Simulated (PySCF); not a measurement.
# Löwdin shares of the frontier orbitals

Compound: C3H8S2Si.
SMILES with atom numbers: `[CH3:1][C@@H:2]1[CH2:3][S:4][SiH2:5][S:6]1` (hydrogens: H7, H8, H9 on C1; H10 on C2; H11, H12 on C3; H13, H14 on Si5)

Method: TDDFT PBE0/def2-SVPD, vertical, gas phase, core orbitals frozen in the response in PySCF. One conformer (not necessarily the lowest) at the GFN2-xTB geometry, without solvent, vibrations or thermal averaging.

Frontier orbitals with the atoms that hold most of them (Löwdin shares over 4%, at most four atoms; ? is withheld):

```tsv
orbital	ε (eV)	atoms
LUMO+2	0.52	Si5 19%, S6 15%, S4 15%, C1 7%
LUMO+1	-0.18	Si5 35%, S4 18%, S6 17%, H14 9%
LUMO	-0.43	?
HOMO	?	?
HOMO-1	-7.04	S6 65%, Si5 8%, C2 7%, S4 7%
HOMO-2	-8.55	S6 40%, S4 38%, Si5 10%, C2 5%
HOMO-3	-9.19	S4 22%, S6 20%, Si5 16%, C2 12%
```

(1) Give the leading atoms of the HOMO.

(2) Which atoms hold the LUMO, and with what shares?

(3) What is the HOMO energy, and the HOMO–LUMO gap?

## Answers

(1) S4 (bonded to C and Si) 63%; Si5 (bonded to 2 S and 2 H) 9%; C3 (bonded to C, S and 2 H) 9%; S6 (bonded to C and Si) 5%. By element: sulfur 68%, silicon 9%, carbon 9% or more.

(2) S6 (bonded to C and Si) 26%; S4 (bonded to C and Si) 25%; Si5 (bonded to 2 S and 2 H) 19%; C2 (bonded to 2 C, S and H) 8%. By element: sulfur 51%, silicon 19%, carbon 8% or more.

(3) ε(HOMO) = -7.01 eV; the gap is 6.58 eV (0.2417 hartree).

Task: The HOMO–LUMO gap is 6.58 eV. Where does the response calculation put the lowest singlet, and from which orbitals?

Result: S1 is at 5.15 eV (f = 0.0006), 1.42 eV below the gap, made of HOMO→LUMO (66%), HOMO-1→LUMO (28%). 

Task: Give energy, strength and leading configuration of S3 and S4, and follow the Löwdin shares of the leading atoms from the occupied to the empty orbital.

Result: 
- S3 (5.55 eV, f 0.0028), HOMO→LUMO+1 (92%): S4 63% → 18%, Si5 9% → 35%
- S4 (5.63 eV, f 0.012), HOMO-1→LUMO+1 (93%): S6 65% → 17%, Si5 8% → 35%, S4 7% → 18%

Löwdin shares depend on the basis, the more so with diffuse functions.

Hardware: Arm Neoverse V2, one thread, on a shared host. Cost: 30 s of wall time.
